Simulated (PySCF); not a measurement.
MoOCl₂, SMILES [O]=[Mo]([Cl])[Cl] (connectivity only; charge and spin as stated), neutral, multiplicity 3. Coordinates come from a PBE-D3(BJ)/def2-SVP optimisation. The multiplicity is an assumed one; other spin states were not compared. The def2 effective core potentials stand for the cores of Mo; spin–orbit coupling is left out.

Computed with PySCF 2.14.0 with PBE-D3(BJ)/def2-SVP.

Harmonic wavenumbers (cm⁻¹): 97, 105, 176, 376, 424, 1031. Rotational constants (GHz): 4.161, 1.822, 1.267; symmetry number 2.

Problem. Work out the zero-point energy and the ideal-gas rigid-rotor harmonic-oscillator thermochemistry at 298.15 K and 1 atm.

Solution. ZPE = ½ Σ hcν = ½ × 2210 cm⁻¹ = 3.16 kcal/mol. H − E(el) = 7.23 kcal/mol. Entropy in cal/(mol K): translation 41.52, rotation 26.53, vibration 11.26, spin 2.18, total 81.48. G − E(el) = -17.06 kcal/mol. Cp = 17.00 cal/(mol K). Modes under 150 cm⁻¹ make the vibrational entropy uncertain.
